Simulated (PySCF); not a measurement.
NMR data sheet: C$_{2}$H$_{5}$F$_{5}$SSi$_{2}$

```
Formula                               : C2H5F5SSi2
SMILES                                : FC(F)(F)C(F)(F)[SiH2]S[SiH3]
Point group of the computed structure : C1
Degrees of unsaturation               : 0
Carbon signals                        : 2
Proton signals                        : 2
```

Bonds (- single, = double, # triple, : aromatic): F1-C2 1.331 Å, C2-F3 1.323 Å, C2-F4 1.332 Å, C2-C5 1.532 Å, C5-F6 1.351 Å, C5-F7 1.361 Å, C5-Si8 1.945 Å, Si8-S9 2.125 Å, S9-Si10 2.168 Å. Si8 carries H11, H12; Si10 carries H13, H14, H15.

- PBE0/pcSseg-1 with gauge-including orbitals
- geometry from PBE0-D3(BJ)/def2-SVP
- run in PySCF
- no relativistic terms, one computed conformer, equivalent nuclei averaged, no solvent

Chemical shifts δ = σref − σ; $^{1}$H and $^{13}$C and $^{29}$Si against TMS; $^{19}$F vs CFCl3; $^{33}$S against CS2, all at this level.

| carbon | δC, type | δH (multiplicity) | HMBC from (2–3 bonds) | span of the C tensor (ppm) |
| --- | --- | --- | --- | --- |
| C2 | 125.3, C | – | H11/H12 | 15 |
| C5 | 121.3, C | – | H11/H12 | 24 |

Other nuclei:
```tsv
atoms	nucleus	environment	δ (ppm)	σ (ppm)
H11/H12	$^{1}$H	hydrogen on a silicon bonded to C, S	4.96	26.30
H13/H14/H15	$^{1}$H	hydrogen on a silicon bonded to S	4.77	26.50
F1/F3/F4	$^{19}$F	fluorine of a CF3 group	-95.4	272.7
F6/F7	$^{19}$F	fluorine of a CF2 group	-143.4	320.7
Si8	$^{29}$Si	silicon bonded to C, S, 2 H	-23.2	375.2
Si10	$^{29}$Si	silicon bonded to S, 3 H	-42.7	394.7
S9	$^{33}$S	sulfur bonded to 2 Si	-354	849.8
```

Carbon types of the structure: 2 × C, leaving 5 H on heteroatoms. δC 125.3: CF3 carbon; 3 electronegative neighbours deshield it. δC 121.3: fully substituted sp3 carbon bonded to 2 F and Si; 2 electronegative neighbours deshield it. δH 4.96: hydrogen on a silicon bonded to C, S. δH 4.77: hydrogen on a silicon bonded to S.

Splittings by $^{19}$F in the carbon and heteronuclear signals aren't shown, as no couplings were computed. Shifts are as computed. Against solution values, carbons near 30 ppm lie about +2 ppm off and those near 130 ppm about +5 ppm. Of 1309 compounds with measured shifts, 239 miss one by over three times the rms of a fit or turn the order of signals round; such compounds aren't used in these exercises. Unscaled 19F shifts against computed CFCl3 carry errors that often reach 10 to 50 ppm. No couplings were computed; multiplicities are counted from neighbouring protons, with m where these are inequivalent, close in shift, in a saturated or five-membered ring or joined by F or P, and br s for small geminal =CH2 splittings.
